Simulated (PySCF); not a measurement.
Br4Zr, charge +3, doublet (typed; the unrestricted solution is spin-contaminated), geometry from GFN2-xTB of the parent state (such geometries of metal compounds can be far from the true shape) (the multiplicity is a formal guess) (core potentials on Zr); PySCF with DF-HF/def2-SVP.

Here is a job for PySCF.
```python
from pyscf import gto, scf

mol = gto.M(
    atom='''
Zr    0.000000   -0.000000   -0.000000
Br    1.969416   -0.536613   -1.448189
Br    0.758772    0.285560    2.367811
Br   -1.067529    2.119358   -0.795304
Br   -1.660659   -1.868305   -0.124318
''',
    basis='def2-svp',
    ecp={'Zr': 'def2-svp'},
    charge=3,
    spin=1,
    verbose=4,
)

mf = scf.UHF(mol)
mf = mf.density_fit(auxbasis='def2-universal-jkfit')
mf.kernel()
mf.analyze()
```

Output, abridged:

```
PySCF version 2.14.0

[INPUT] verbose = 4
[INPUT] num. atoms = 5
[INPUT] num. electrons = 149
[INPUT] charge = 3
[INPUT] spin (= nelec alpha-beta = 2S) = 1
[INPUT] symmetry False subgroup None
[INPUT] Mole.unit = angstrom
[INPUT] Symbol           X                Y                Z      unit          X                Y                Z       unit  Magmom
[...]
nuclear repulsion = 1306.88184532167
number of shells = 59
number of NR pGTOs = 353
number of NR cGTOs = 159
basis = def2-svp
ecp = {'Zr': 'def2-svp'}

******** <class 'pyscf.df.df_jk.DFUHF'> ********
method = DFUHF
initial guess = minao
damping factor = 0
level_shift factor = 0
DIIS = <class 'pyscf.scf.diis.CDIIS'>
diis_start_cycle = 1
diis_space = 8
diis_damp = 0
SCF conv_tol = 1e-09
SCF conv_tol_grad = None
SCF max_cycles = 50
direct_scf = False
number electrons alpha = 75  beta = 74
Set gradient conv threshold to 3.16228e-05
******** <class 'pyscf.df.df.DF'> ********
auxbasis = def2-universal-jkfit
init E= -10324.8105834401

cycle= 1 E= -10333.3676135844  delta_E= -8.56  |g|= 0.428  |ddm|= 3.03
cycle= 2 E= -10333.4416613173  delta_E= -0.074  |g|= 0.311  |ddm|= 0.907
cycle= 3 E= -10333.5162773691  delta_E= -0.0746  |g|= 0.133  |ddm|= 0.528
cycle= 4 E= -10333.573977025  delta_E= -0.0577  |g|= 0.111  |ddm|= 0.365
cycle= 5 E= -10333.6025197352  delta_E= -0.0285  |g|= 0.0953  |ddm|= 0.193
cycle= 6 E= -10333.6414691884  delta_E= -0.0389  |g|= 0.0322  |ddm|= 0.434
cycle= 7 E= -10333.6440555985  delta_E= -0.00259  |g|= 0.0234  |ddm|= 0.0845
cycle= 8 E= -10333.6456720826  delta_E= -0.00162  |g|= 0.0117  |ddm|= 0.0786
cycle= 9 E= -10333.6461815714  delta_E= -0.000509  |g|= 0.00598  |ddm|= 0.0537
cycle= 10 E= -10333.646315067  delta_E= -0.000133  |g|= 0.00455  |ddm|= 0.0188
cycle= 11 E= -10333.6464403376  delta_E= -0.000125  |g|= 0.00395  |ddm|= 0.0217
cycle= 12 E= -10333.6465393391  delta_E= -9.9e-05  |g|= 0.00317  |ddm|= 0.0236
cycle= 13 E= -10333.6466086758  delta_E= -6.93e-05  |g|= 0.00222  |ddm|= 0.0191
cycle= 14 E= -10333.6466620675  delta_E= -5.34e-05  |g|= 0.00167  |ddm|= 0.0198
cycle= 15 E= -10333.6466934136  delta_E= -3.13e-05  |g|= 0.00129  |ddm|= 0.0154
cycle= 16 E= -10333.6467179648  delta_E= -2.46e-05  |g|= 0.00107  |ddm|= 0.0149
cycle= 17 E= -10333.6467342078  delta_E= -1.62e-05  |g|= 0.000926  |ddm|= 0.0113
cycle= 18 E= -10333.6467533619  delta_E= -1.92e-05  |g|= 0.000788  |ddm|= 0.0156
cycle= 19 E= -10333.6467671935  delta_E= -1.38e-05  |g|= 0.000687  |ddm|= 0.0132
[...]
SCF not converged.
Total Energy =                      -10333.646849875052794
[...]
spin_pop of  3 Br 2s       -0.00000
spin_pop of  3 Br 3s        0.00049
spin_pop of  3 Br 4s        0.00492
spin_pop of  3 Br 5s       -0.00006
spin_pop of  3 Br 2px       0.00000
spin_pop of  3 Br 2py       0.00000
spin_pop of  3 Br 2pz       0.00000
spin_pop of  3 Br 3px       0.00001
spin_pop of  3 Br 3py       0.00003
spin_pop of  3 Br 3pz       0.00012
spin_pop of  3 Br 4px       0.05367
spin_pop of  3 Br 4py       0.19351
spin_pop of  3 Br 4pz       0.73815
spin_pop of  3 Br 5px       0.00038
spin_pop of  3 Br 5py       0.00051
spin_pop of  3 Br 5pz       0.00052
spin_pop of  3 Br 3dxy      0.00001
spin_pop of  3 Br 3dyz      0.00002
spin_pop of  3 Br 3dz^2     0.00002
spin_pop of  3 Br 3dxz      0.00002
spin_pop of  3 Br 3dx2-y2    0.00001
spin_pop of  3 Br 4dxy     -0.00005
spin_pop of  3 Br 4dyz      0.00143
spin_pop of  3 Br 4dz^2     0.00005
spin_pop of  3 Br 4dxz      0.00074
spin_pop of  3 Br 4dx2-y2    0.00105
spin_pop of  3 Br 5dxy     -0.00001
spin_pop of  3 Br 5dyz     -0.00001
spin_pop of  3 Br 5dz^2    -0.00001
spin_pop of  3 Br 5dxz     -0.00000
spin_pop of  3 Br 5dx2-y2    0.00000
spin_pop of  4 Br 1s       -0.00000
spin_pop of  4 Br 2s       -0.00000
spin_pop of  4 Br 3s       -0.00049
spin_pop of  4 Br 4s       -0.00568
spin_pop of  4 Br 5s       -0.00023
spin_pop of  4 Br 2px      -0.00000
spin_pop of  4 Br 2py      -0.00000
spin_pop of  4 Br 2pz      -0.00000
spin_pop of  4 Br 3px      -0.00000
spin_pop of  4 Br 3py      -0.00000
spin_pop of  4 Br 3pz      -0.00016
spin_pop of  4 Br 4px      -0.01323
spin_pop of  4 Br 4py      -0.02323
spin_pop of  4 Br 4pz      -0.94736
spin_pop of  4 Br 5px      -0.00039
spin_pop of  4 Br 5py      -0.00044
spin_pop of  4 Br 5pz      -0.00093
spin_pop of  4 Br 3dxy     -0.00000
spin_pop of  4 Br 3dyz     -0.00002
spin_pop of  4 Br 3dz^2    -0.00002
spin_pop of  4 Br 3dxz     -0.00002
spin_pop of  4 Br 3dx2-y2   -0.00000
spin_pop of  4 Br 4dxy     -0.00024
spin_pop of  4 Br 4dyz     -0.00246
spin_pop of  4 Br 4dz^2     0.00074
spin_pop of  4 Br 4dxz     -0.00188
spin_pop of  4 Br 4dx2-y2   -0.00029
spin_pop of  4 Br 5dxy     -0.00000
spin_pop of  4 Br 5dyz      0.00001
spin_pop of  4 Br 5dz^2    -0.00001
spin_pop of  4 Br 5dxz      0.00000
spin_pop of  4 Br 5dx2-y2    0.00000
In total            75.00000 | 74.00000

WARN: System has nonzero charge 3; the dipole moment is origin-dependent.
Location of origin: [0. 0. 0.]

Dipole moment(X, Y, Z, Debye): -1.48125, -0.57968, -4.52560
```

The run did not converge; its last values are not results.
